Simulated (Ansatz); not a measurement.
Relaxation of GaH$_{6}$P (8 atoms, charge 0, multiplicity 1), to a largest force component of 0.03 eV/Å in at most 50 steps.

These are results of RKS BHLYP/def2-SVP in Ansatz, not measurements.

```xyz
8
Properties=species:S:1:pos:R:3
Ga 0.077 -0.608 -0.308
H -0.023 0.298 2.307
H 1.388 0.226 -0.501
H -1.309 -0.049 -0.770
P 0.136 -2.624 0.795
H -0.664 -3.351 -0.122
H 1.376 -3.088 0.290
H -0.032 -0.413 2.212
```

**Question.** Where does it end, and by what steps?

**Answer.** It converged. After 7 steps the energy has fallen by 0.134 eV; H8 moved furthest, 0.42 Å.

```tsv
step	energy less start (eV)	largest force component (eV/Å)	accepted
0	0.0000	1.691	yes
1	-0.0922	0.485	yes
2	-0.1102	0.079	yes
3	-0.1134	0.393	yes
4	-0.1167	0.312	yes
5	-0.1252	0.430	yes
6	-0.1329	0.051	yes
7	-0.1335	0.015	yes
```

```xyz
8
Properties=species:S:1:pos:R:3
Ga 0.113 -0.698 -0.136
H -0.098 0.643 2.099
H 1.425 0.144 -0.283
H -1.283 -0.093 -0.507
P 0.231 -2.881 0.664
H -0.686 -3.428 -0.267
H 1.396 -3.243 -0.055
H -0.149 -0.052 2.389
```

Whether the end is a true minimum wasn't checked by a vibrational analysis.

Run time: 25 s on 1 thread of Arm Neoverse V1 (shared host), peak memory 0.16 GiB.
